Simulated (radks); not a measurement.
Spherical quantum dot in the effective-mass picture: electrons in a parabolic well V = omega^2 r^2 / 2 with omega = 1.66, all in effective atomic units (hartree* = m*/eps^2 hartree, bohr* = eps/m* bohr), one dielectric constant everywhere. Calculated with a radial shooting solver with Libxc functionals: non-relativistic Kohn-Sham, PBEsol, spin-polarised, spherical densities. Levels are named by radial order and angular momentum (1s, 1p, 1d, 2s, ...), and open shells are averaged over m.

N = 21, configuration 1s2 1p6 1d10 2s2 1f(up 1, down 0). This is the lowest configuration that the search found. Occupied and some empty levels:

| level | occupation | eigenvalue (hartree*) | <r> (bohr*) |
|---|---|---|---|
| 1s up | 1 | 14.919 | 1.244 |
| 1s down | 1 | 14.928 | 1.240 |
| 1p up | 3 | 15.752 | 1.558 |
| 1p down | 3 | 15.767 | 1.555 |
| 1d up | 5 | 16.693 | 1.783 |
| 1d down | 5 | 16.712 | 1.781 |
| 2s up | 1 | 16.896 | 1.559 |
| 2s down | 1 | 16.910 | 1.560 |
| 1f up | 1 | 17.726 | 1.962 |
| 1f down | 0 | 17.747 | 1.962 |
| 2p up | 0 | 18.024 | 1.760 |
| 2p down | 0 | 18.038 | 1.761 |
| 1g up | 0 | 18.838 | 2.116 |
| 1g down | 0 | 18.860 | 2.116 |
| 2d up | 0 | 19.199 | 1.947 |
| 2d down | 0 | 19.213 | 1.948 |

Energy (hartree*): total 227.424, kinetic 33.293, external 87.153, Hartree 119.33, exchange-correlation -12.354.
